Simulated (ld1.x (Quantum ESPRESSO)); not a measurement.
## Logarithmic derivatives: iridium (Ir), PAW

ld1.x (Quantum ESPRESSO) 7.5 input, shortened:

```
&input
   title='Ir', zed=77., rel=1, dft='PZ', iswitch=3,
   config='[Xe] 4f14 5d7.5 6s1.5 6p0'
 /
 &inputp
   pseudotype=3, lpaw=.true., tm=.true., lloc=-1, rcloc=2.45,
   nlcc=.true., new_core_ps=.true., rcore=1.00,
   which_augfun='PSQ', rmatch_augfun_nc=.true.
 /
6
6S  1  0   1.50   0.00  2.50  2.75  0.0
6S  1  0   0.00   0.35  2.50  2.75  0.0
6P  2  1   0.00   0.00  2.75  3.60  0.0
6P  2  1   0.00   0.41  2.75  3.60  0.0
5D  3  2   7.50   0.00  1.30  1.40  0.0
5D  3  2   0.00  -0.15  1.30  1.40  0.0
 &test
   configts(1)='5d7.5 6s1.5 6p0'
 /
```

The phase is arctan(r·u′/u) with u = r·R(r), unwrapped; energies in Ry, scanned from -2 to 5 Ry. A pole is an energy at which the radial function vanishes at the test radius. The pseudo phase is shifted by a multiple of π to meet the all-electron one at the reference energy, and phase errors are pseudo minus all-electron; the curves can meet again beyond the range given. Levels narrower than the energy grid can be missing from the lists of poles.

| channel | radius (bohr) | reference energy (Ry) | poles, all-electron | poles, pseudo | unbroken range about the reference energy with phases within 0.05 rad | phase error 1 Ry above the reference energy (rad) |
| --- | --- | --- | --- | --- | --- | --- |
| s | 3.91 | -0.46 | -0.12, 3.26 | -0.12, 2.49, 3.40 | below 2.4 | -0.000 |
| p | 3.91 | -0.09 | 0.68, 4.35 | 0.68, 2.94 | below 1.8 | -0.000 |
| d | 3.91 | -0.48 | -0.42, 2.11 | -0.42, 2.11 | the whole range | -0.000 |

Phases in the d channel:

```tsv
E (Ry)	all-electron	pseudo
-2.00	1.391	1.391
-1.76	1.379	1.379
-1.52	1.364	1.364
-1.28	1.344	1.344
-1.04	1.315	1.315
-0.80	1.258	1.258
-0.56	0.878	0.878
-0.32	-1.741	-1.741
-0.08	-1.865	-1.865
0.16	-1.977	-1.977
0.40	-2.173	-2.173
0.64	-2.674	-2.675
0.88	-3.713	-3.714
1.12	-4.278	-4.279
1.36	-4.489	-4.489
1.60	-4.594	-4.594
1.84	-4.659	-4.659
2.08	-4.707	-4.707
2.32	-4.746	-4.747
2.56	-4.784	-4.785
2.80	-4.825	-4.825
3.04	-4.876	-4.877
3.28	-4.951	-4.952
3.52	-5.090	-5.091
3.76	-5.459	-5.460
4.00	-6.607	-6.605
4.24	-7.353	-7.351
4.48	-7.575	-7.574
4.72	-7.673	-7.672
4.96	-7.729	-7.728
```
